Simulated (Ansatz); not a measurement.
One change: `C[SiH](C)[NH][AlH2]` becomes `C[SiH]([SiH3])[NH][AlH2]`.

Ansatz, PBE0-D4/def2-TZVP geometries, multiplicity 1. Each molecule was computed in one conformer, which needn't be the lowest.

```
                                          property  `C[SiH](C)[NH][AlH2]`
                 HOMO energy (PBE/def2-TZVPP) / eV                  -6.20
               HOMO–LUMO gap (PBE/def2-TZVPP) / eV                   4.64
           HOMO–LUMO gap (ωB97M-V/def2-TZVPP) / eV                  10.51
                HOMO energy (PBE0/def2-TZVPP) / eV                  -7.45
size of the dipole moment (ωB97M-V/def2-TZVPP) / D                   1.40
             HOMO energy (ωB97M-V/def2-TZVPP) / eV                  -9.75
```

Question: What does the change do to each property? (Best estimate.)

Answer: Ansatz gave: 
```csv
property,`C[SiH]([SiH3])[NH][AlH2]`,shift
HOMO energy (PBE/def2-TZVPP) / eV,-6.08,0.12
HOMO–LUMO gap (PBE/def2-TZVPP) / eV,4.37,-0.27
HOMO–LUMO gap (ωB97M-V/def2-TZVPP) / eV,9.93,-0.58
HOMO energy (PBE0/def2-TZVPP) / eV,-7.21,0.24
size of the dipole moment (ωB97M-V/def2-TZVPP) / D,1.25,-0.15
HOMO energy (ωB97M-V/def2-TZVPP) / eV,-9.30,0.45
```

With PBE0 the HOMO rises by 0.24 eV and the LUMO falls by 0.15 eV, so the gap narrows by about 0.39 eV. PBE moves the HOMO by 0.12 eV and ωB97M-V by 0.45 eV. Dipoles are sizes alone; their direction can turn.
